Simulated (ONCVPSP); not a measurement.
**Reading a pseudo-wave (phosphorus)**

Columns: radius, all-electron u(r) and pseudo u(r) of the 3p shell (level -9.65 eV) of phosphorus in the configuration [Ne] 3s2 3p2.5; revPBE, non-relativistic, ONCV scheme, ONCVPSP 4.0.1.

```csv
r (bohr),all-electron,pseudo
0.100,-0.1363,0.0057
0.200,-0.2742,0.0228
0.300,-0.3103,0.0514
0.400,-0.2635,0.0908
0.500,-0.1678,0.1393
0.600,-0.0496,0.1943
0.700,0.0740,0.2531
0.800,0.1927,0.3137
0.900,0.3007,0.3747
1.000,0.3955,0.4352
1.100,0.4767,0.4942
1.200,0.5446,0.5497
1.300,0.5994,0.5992
1.400,0.6416,0.6402
1.500,0.6723,0.6713
1.600,0.6926,0.6923
1.700,0.7040,0.7039
1.800,0.7075,0.7075
1.900,0.7044,0.7044
2.000,0.6957,0.6957
2.100,0.6825,0.6825
2.200,0.6657,0.6657
2.300,0.6460,0.6460
2.400,0.6241,0.6241
2.500,0.6006,0.6006
2.600,0.5760,0.5760
```

**Question.** How many radial nodes do the two functions have?

**Answer.** The all-electron 3p function has n − l − 1 = 1; the pseudo-wave has 0, since the states of the same l below it are removed with the core.

**Question.** At about which radius was the pseudo-wave matched?

**Answer.** 2.00 bohr. The columns agree to 0.0005 from 1.60 bohr on; several derivatives are matched, so the curves merge somewhat inside the radius.

**Question.** Is the pseudo-wave norm-conserving?

**Answer.** Yes: the ONCV scheme keeps the norm inside the radius equal to the all-electron one, which fixes the energy derivative of the logarithmic derivative at the level.
